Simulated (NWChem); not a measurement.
Species: C$_{2}$H$_{7}$O cation; SMILES CC[OH2+]

```xyz
10

C      0.2800    -1.2776     0.0000
C     -0.6073    -0.0758     0.0000
O      0.1964     1.2190     0.0000
H     -0.3734    -2.1651     0.0000
H      0.9072    -1.3419    -0.9018
H      0.9072    -1.3419     0.9018
H     -1.2308     0.0392     0.8957
H     -1.2308     0.0392    -0.8957
H      0.7484     1.3517    -0.7956
H      0.7484     1.3517     0.7956
```
Atoms are numbered in this order, from 1.

Results from NWChem. Pople sets run with spherical d functions. Geometry: optimised at PBE0/def2-SVP. GIAO values for the isolated, static molecule; σ is the absolute isotropic shielding, δ = σ(reference) − σ with the isolated reference molecule computed at the same levels (13C: tetramethylsilane, 1H: tetramethylsilane, 17O: water).

```tsv
level	δ C1 (ppm)	δ C2 (ppm)	δ O3 (ppm)	δ H4 (rotor mean) (ppm)	δ H7 (ppm)	δ H9 (ppm)
PBE0/pcSseg-1	17.2	94.4	64.5	2.25	5.52	5.21
Hartree-Fock/6-31G*	?	?	?	2.21	?	?
PBE/pcSseg-1	18.0	96.6	74.8	2.23	5.52	4.96
```

Task: What belongs in the gaps?

Result: 
- Hartree-Fock/6-31G*, δ C1 (ppm): 14.1
- Hartree-Fock/6-31G*, δ C2 (ppm): 83.2
- Hartree-Fock/6-31G*, δ O3 (ppm): 25.9
- Hartree-Fock/6-31G*, δ H7 (ppm): 5.73
- Hartree-Fock/6-31G*, δ H9 (ppm): 5.31
